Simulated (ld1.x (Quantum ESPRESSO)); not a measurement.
## zinc (Zn) TM: all-electron and pseudo phase curves

* Element: zinc (Zn)
* Generator: ld1.x (Quantum ESPRESSO) 7.5
* Type: norm-conserving Troullier–Martins (Kleinman–Bylander form)
* Functional: PBE
* Relativity: scalar-relativistic
* Frozen core: [Ne] 3s2
* Valence charge: 18
* Reference configuration: 3p6 3d10 4s2 4p0
* Partial waves: 4s (bound): rc 1.45 bohr; 3p (bound): rc 1.10 bohr; 3d (bound): rc 0.80 bohr
* Local potential: the d channel
* Core correction: none

The phase is arctan(r·u′/u) with u = r·R(r), unwrapped; energies in Ry, scanned from -8 to 5 Ry. A pole is an energy at which the radial function vanishes at the test radius. The pseudo phase is shifted by a multiple of π to meet the all-electron one at the reference energy, and phase errors are pseudo minus all-electron; the curves can meet again beyond the range given. Levels narrower than the energy grid can be missing from the lists of poles.

| channel | radius (bohr) | reference energy (Ry) | poles, all-electron | poles, pseudo | unbroken range about the reference energy with phases within 0.05 rad | phase error 1 Ry above the reference energy (rad) |
| --- | --- | --- | --- | --- | --- | --- |
| s | 1.60 | -0.44 | none | 1.35 | below 0.3 | -0.131 |
| p | 1.60 | -6.13 | -5.88 | -5.88 | the whole range | +0.000 |
| d | 1.60 | -0.75 | -0.10 | -0.10 | below 5.0 | +0.001 |

Note: ghost state, extra bound levels that the all-electron valence spectrum of the same l lacks: s at -526.1 eV. A true bound ghost makes a file unfit for plane-wave use.

Phases in the d channel:

```tsv
E (Ry)	all-electron	pseudo
-8.00	1.354	1.354
-7.76	1.351	1.351
-7.52	1.347	1.347
-7.28	1.343	1.344
-7.04	1.340	1.340
-6.80	1.336	1.336
-6.56	1.331	1.331
-6.32	1.327	1.327
-6.08	1.322	1.322
-5.84	1.317	1.317
-5.60	1.311	1.311
-5.36	1.305	1.305
-5.12	1.298	1.299
-4.88	1.291	1.292
-4.64	1.284	1.284
-4.40	1.275	1.275
-4.16	1.266	1.266
-3.92	1.255	1.255
-3.68	1.243	1.243
-3.44	1.229	1.229
-3.20	1.212	1.212
-2.96	1.192	1.193
-2.72	1.169	1.169
-2.48	1.138	1.138
-2.24	1.098	1.098
-2.00	1.042	1.042
-1.76	0.956	0.956
-1.52	0.810	0.810
-1.28	0.516	0.516
-1.04	-0.120	-0.120
-0.80	-0.885	-0.885
-0.56	-1.283	-1.283
-0.32	-1.472	-1.472
-0.08	-1.578	-1.578
0.16	-1.648	-1.647
0.40	-1.698	-1.698
0.64	-1.739	-1.738
0.88	-1.773	-1.772
1.12	-1.803	-1.802
1.36	-1.832	-1.830
1.60	-1.860	-1.858
1.84	-1.888	-1.885
2.08	-1.917	-1.914
2.32	-1.948	-1.944
2.56	-1.981	-1.977
2.80	-2.018	-2.013
3.04	-2.060	-2.053
3.28	-2.107	-2.099
3.52	-2.163	-2.153
3.76	-2.230	-2.216
4.00	-2.310	-2.292
4.24	-2.407	-2.384
4.48	-2.527	-2.497
4.72	-2.674	-2.635
4.96	-2.851	-2.801
```
